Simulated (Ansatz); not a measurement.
Ansatz (a program for electronic structure) input (B3LYP-D3(BJ)/def2-TZVP):

Ansatz 0.2 input:
```yaml
crystal:
  periodic: [false, false, false]
  atoms:
    - {symbol: Ba, position_ang: [0.22286265, 0.11814199, 0.09208405]}
    - {symbol: F, position_ang: [-0.93947669, 1.07912345, -1.54686345]}
    - {symbol: F, position_ang: [-0.44722427, -1.81422916, 0.97389600]}
basis:
  gaussian:
    orbitals: def2-TZVP
hamiltonian:
  xc: b3lyp
  dispersion: d3bj
phonons: {temperatures: {t_min: 298.15, t_max: 298.15, t_step: 100}}
```

Output:

```
Functional definition: B3LYP
integrals: 0.02 GiB planned
599 factors; their error is unknown
mean field: 0.24 GiB planned
mean field evaluation 1: about -6126.8931 eV, gradient 7.0e1 eV
mean field evaluation 2: about -5981.3126 eV, gradient 2.7e2 eV
mean field evaluation 4: about -6134.5007 eV, gradient 4.1e0 eV
mean field evaluation 8: about -6134.5559 eV, gradient 1.8e-1 eV
mean field evaluation 16: about -6134.5559 eV, gradient 1.0e-5 eV
mean field -6134.55591561 eV, -225.4407717474 hartree, gradient 1.0e-5 eV, S^2 0.000000; 0 other end points of the search recorded, 0 dependent functions left out
the calculation of the forces begins
reference -6134.55619909 eV, -225.4407821652 hartree; 14, 14 occupied and 88, 88 virtual orbitals, 599 factors
these checks for a lower state are left out or cut short: stability, starts, cluster_reference, orbital_swaps, neighbouring_geometries, increment
integrals: 0.02 GiB planned
599 factors; their error is unknown
mean field: 0.24 GiB planned
mean field -6134.55589163 eV, -225.4407708662 hartree, gradient 4.1e-6 eV, S^2 0.000000; 0 other end points of the search recorded, 0 dependent functions left out
the calculation of the forces begins
reference -6134.55617514 eV, -225.4407812847 hartree; 14, 14 occupied and 88, 88 virtual orbitals, 599 factors
these checks for a lower state are left out or cut short: stability, starts, cluster_reference, orbital_swaps, neighbouring_geometries, increment
integrals: 0.02 GiB planned
599 factors; their error is unknown
mean field: 0.24 GiB planned
mean field evaluation 32: about -6134.5559 eV, gradient 4.1e-6 eV
mean field -6134.55589046 eV, -225.4407708231 hartree, gradient 4.1e-6 eV, S^2 0.000000; 0 other end points of the search recorded, 0 dependent functions left out
the calculation of the forces begins
reference -6134.55617392 eV, -225.4407812402 hartree; 14, 14 occupied and 88, 88 virtual orbitals, 599 factors
these checks for a lower state are left out or cut short: stability, starts, cluster_reference, orbital_swaps, neighbouring_geometries, increment
integrals: 0.02 GiB planned
599 factors; their error is unknown
mean field: 0.24 GiB planned
mean field -6134.55588326 eV, -225.4407705584 hartree, gradient 4.1e-6 eV, S^2 0.000000; 0 other end points of the search recorded, 0 dependent functions left out
the calculation of the forces begins
reference -6134.55616671 eV, -225.4407809751 hartree; 14, 14 occupied and 88, 88 virtual orbitals, 599 factors
these checks for a lower state are left out or cut short: stability, starts, cluster_reference, orbital_swaps, neighbouring_geometries, increment
integrals: 0.02 GiB planned
599 factors; their error is unknown
mean field: 0.24 GiB planned
mean field -6134.55589177 eV, -225.4407708710 hartree, gradient 4.1e-6 eV, S^2 0.000000; 0 other end points of the search recorded, 0 dependent functions left out
the calculation of the forces begins
reference -6134.55617528 eV, -225.4407812900 hartree; 14, 14 occupied and 88, 88 virtual orbitals, 599 factors
these checks for a lower state are left out or cut short: stability, starts, cluster_reference, orbital_swaps, neighbouring_geometries, increment
integrals: 0.02 GiB planned
599 factors; their error is unknown
mean field: 0.24 GiB planned
mean field -6134.55591562 eV, -225.4407717478 hartree, gradient 4.1e-6 eV, S^2 0.000000; 0 other end points of the search recorded, 0 dependent functions left out
the calculation of the forces begins
reference -6134.55619912 eV, -225.4407821661 hartree; 14, 14 occupied and 88, 88 virtual orbitals, 599 factors
these checks for a lower state are left out or cut short: stability, starts, cluster_reference, orbital_swaps, neighbouring_geometries, increment
integrals: 0.02 GiB planned
599 factors; their error is unknown
mean field: 0.24 GiB planned
mean field evaluation 64: about -6134.5559 eV, gradient 4.1e-6 eV
mean field -6134.55590688 eV, -225.4407714266 hartree, gradient 4.1e-6 eV, S^2 0.000000; 0 other end points of the search recorded, 0 dependent functions left out
the calculation of the forces begins
reference -6134.55619035 eV, -225.4407818439 hartree; 14, 14 occupied and 88, 88 virtual orbitals, 599 factors
Total energy: -6134.60505181 eV, -225.4425774693 hartree
Atom 0 at     0.222863     0.118142     0.092084 Å, force    -0.000368    -0.000195    -0.000152 eV/Å
Atom 1 at    -0.939477     1.079123    -1.546863 Å, force     0.000181     0.000113     0.000062 eV/Å
Atom 2 at    -0.447224    -1.814229     0.973896 Å, force     0.000186     0.000082     0.000089 eV/Å
Dipole moment:     1.169492     0.619961     0.483219 e Å
Vibrations: 91.83 421.47 444.94 cm⁻¹, zero-point energy 0.059403 eV
```
